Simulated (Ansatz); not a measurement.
Isolated molecules relaxed with PBE0-D4/def2-TZVP in Ansatz; ΔE leaves out vibrations. CCSD(T)/CBS is the MP2 limit (def2-TZVPP, def2-QZVPP) plus CCSD(T) − MP2 in def2-TZVPP, frozen cores. This one scheme is used for every species. DFT in def2-TZVPP. For Ge outer-core shells are correlated without core-valence functions, which leaves a few kJ/mol of doubt a bond. Scalar relativity is left out up to krypton.

Consider the hydrogenolysis of a C–Ge bond: `[GeH3][CH]1O[SiH2]O1` + H₂ → `C1O[SiH2]O1` + GeH₄.

`[GeH3][CH]1O[SiH2]O1`:

Z-matrix (Å, degrees):
```
C
O 1 1.439
Si 1 2.163 2 50.3
Ge 1 1.987 2 111.8 3 -119.3
O 1 1.439 2 100.6 3 -0.5
H 1 1.096 2 109.7 3 115.1
H 3 1.484 1 124.9 2 90.3
H 3 1.482 1 125.5 2 -89.7
H 4 1.536 1 109.4 2 175.8
H 4 1.536 1 109.4 2 -63.9
H 4 1.535 1 107.4 2 55.9
```

H₂:

```xyz
2

H    -0.363    0.087    0.006
H     0.363   -0.087   -0.006
```

`C1O[SiH2]O1`:

Z-matrix (Å, degrees):
```
C
Si 1 2.153
O 1 1.430 2 50.6
O 1 1.430 2 50.6 3 180.0
H 1 1.095 2 124.4 3 90.0
H 1 1.095 2 124.4 3 -90.0
H 2 1.483 1 125.2 3 90.0
H 2 1.483 1 125.2 3 -90.0
```

GeH₄:

```xyz
5

Ge    0.000    0.000    0.000
H     0.661    1.279    0.528
H    -1.214   -0.346    0.872
H     1.009   -1.154    0.048
H    -0.457    0.221   -1.448
```

```json
{"level": "PBE-D4", "ΔE (kcal/mol)": "-10.9", "difference from CCSD(T)/CBS": "0.6"}
{"level": "r2SCAN-D4", "ΔE (kcal/mol)": "-11.9", "difference from CCSD(T)/CBS": "-0.4"}
{"level": "PBE0-D4", "ΔE (kcal/mol)": "-12.8", "difference from CCSD(T)/CBS": "-1.3"}
{"level": "ωB97X-V", "ΔE (kcal/mol)": "-13.0", "difference from CCSD(T)/CBS": "-1.5"}
{"level": "ωB97M-V", "ΔE (kcal/mol)": "-12.5", "difference from CCSD(T)/CBS": "-1.0"}
{"level": "B2PLYP", "ΔE (kcal/mol)": "-13.6", "difference from CCSD(T)/CBS": "-2.1"}
{"level": "PBE", "ΔE (kcal/mol)": "-12.7", "difference from CCSD(T)/CBS": "-1.2"}
{"level": "MP2/def2-TZVPP", "ΔE (kcal/mol)": "-10.9", "difference from CCSD(T)/CBS": "0.6"}
{"level": "SCS-MP2/def2-TZVPP", "ΔE (kcal/mol)": "-12.5", "difference from CCSD(T)/CBS": "-1.0"}
{"level": "CCSD/def2-TZVPP", "ΔE (kcal/mol)": "-13.7", "difference from CCSD(T)/CBS": "-2.2"}
{"level": "CCSD(T)/def2-TZVPP", "ΔE (kcal/mol)": "-12.2", "difference from CCSD(T)/CBS": "-0.7"}
{"level": "MP2/def2-QZVPP", "ΔE (kcal/mol)": "-10.6", "difference from CCSD(T)/CBS": "0.9"}
{"level": "SCS-MP2/def2-QZVPP", "ΔE (kcal/mol)": "-12.2", "difference from CCSD(T)/CBS": "-0.7"}
{"level": "HF/CBS(def2)", "ΔE (kcal/mol)": "-20.4", "difference from CCSD(T)/CBS": "-8.9"}
{"level": "MP2/CBS(def2)", "ΔE (kcal/mol)": "-10.2", "difference from CCSD(T)/CBS": "1.3"}
{"level": "CCSD/CBS(def2)", "ΔE (kcal/mol)": "-13.0", "difference from CCSD(T)/CBS": "-1.5"}
{"level": "CCSD(T)/CBS", "ΔE (kcal/mol)": "-11.5", "difference from CCSD(T)/CBS": "0"}
```

Largest T1 diagnostic among the species: 0.013.

From PBE to PBE0 (25 % exact exchange), in def2-TZVPP and without D4, ΔE moves by −1.7 kcal/mol. The D4 term adds +3.0 kcal/mol with B3LYP and +1.6 kcal/mol with PBE0; it sums over pairs of atoms, weighted by their polarisabilities, and B3LYP, whose exchange is more repulsive, gets the larger term. In def2-TZVPP, CCSD(T) changes the Hartree–Fock value by +7.8 kcal/mol (the triples alone add +1.5 kcal/mol) and MP2 by +9.1 kcal/mol.

B3LYP here is the variant with VWN-RPA as its local correlation; programs differ in this.
